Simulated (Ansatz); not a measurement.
Reaction (SMILES): [F][Ge] (F-Ge) → F atom + Ge atom
B3LYP-D3(BJ)/def2-TZVP geometries, fixed; electronic energies without zero-point terms.

Basis-set convergence of the atomisation energy at PBE with Ansatz (an electronic-structure program). Cartesian d functions, on some or all atoms, in 3-21G, 6-31G, 6-31G**; all else is spherical. The program fits the integrals of some runs and decomposes those of others, by size. Open shells are unrestricted. No added dispersion term, no relativity. Functions are those of the species that has most. Reference: the value in aug-cc-pV5Z, 129.96 kcal/mol, itself unsure by roughly 0.15 kcal/mol (its mean distance from pcseg-4, aug-pcseg-3, aug-cc-pVQZ). Deviations are taken from unrounded values.

```tsv
basis	functions	atomisation energy (kcal/mol)	minus reference (kcal/mol)
pcseg-0	31	123.97	-6.00
3-21G	32	130.20	0.23
6-31G	38	121.44	-8.53
pcseg-1	41	125.67	-4.29
6-31G**	50	127.44	-2.53
def2-SVPD	61	128.86	-1.11
6-311G**	62	125.44	-4.53
pcseg-2	73	128.85	-1.12
def2-TZVPPD	94	129.81	-0.15
pcseg-3	128	129.74	-0.23
def2-QZVPPD	161	129.90	-0.06
pcseg-4	212	129.84	-0.13
```

The smallest set listed that lies within 2 kcal/mol of the reference with all its larger relatives (same family, alike in diffuse functions; a set with none counts only in the reference's own line) is def2-SVPD (61 functions, -1.11 kcal/mol off). Inside the window by cancellation, since a larger relative falls out: 3-21G.
